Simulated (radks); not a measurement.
Au3+, 76 electrons, occupied as [Kr] 4d10 4f14 5p6 5d8 6s2 (not the ground configuration). All-electron calculation, Dirac Kohn-Sham, revPBE, spin-unpolarised, spherical densities, finite nucleus; open shells fill j = l - 1/2 first; Fermi nuclear charge, rms radius 5.4371 fm. Program: a radial shooting solver on a logarithmic mesh with Libxc functionals. Some entries of the table are withheld. Estimate them.

orbital  occ.  eigenvalue (hartree)  <r> (bohr)
1s1/2       2             -2964.493     0.01687
2s1/2       2             -524.3230     0.07047
2p1/2       2             -503.0108     0.05798
2p3/2       4             -435.5568     0.06653
3s1/2       2             -125.2628      0.1833
3p1/2       2             -115.6480      0.1736
3p3/2       4             -100.7620      0.1892
3d3/2       4             -84.75293      0.1648
3d5/2       6             -81.55305      0.1696
4s1/2       2             -28.74172      0.4069
4p1/2       2             -24.63341      0.4093
4p3/2       4             -21.06283      0.4431
4d3/2       4             -14.32817      0.4513
4d5/2       6             -13.66222      0.4624
5s1/2       0              -5.79451      0.9122
4f5/2       6              -5.01833         (1)
4f7/2       8              -4.87694         (2)
5p1/2       2              -4.42779      0.9770
5p3/2       4              -3.77514       1.063
5d3/2       4              -1.86213         (3)
5d5/2       4              -1.78147         (4)
6s1/2       2              -1.35831       2.161
6p1/2       0              -1.02896       2.485
6p3/2       0              -0.93545       2.693

Answer. 
(1) 4f5/2 <r> (bohr): 0.4912
(2) 4f7/2 <r> (bohr): 0.4979
(3) 5d3/2 <r> (bohr): 1.319
(4) 5d5/2 <r> (bohr): 1.356
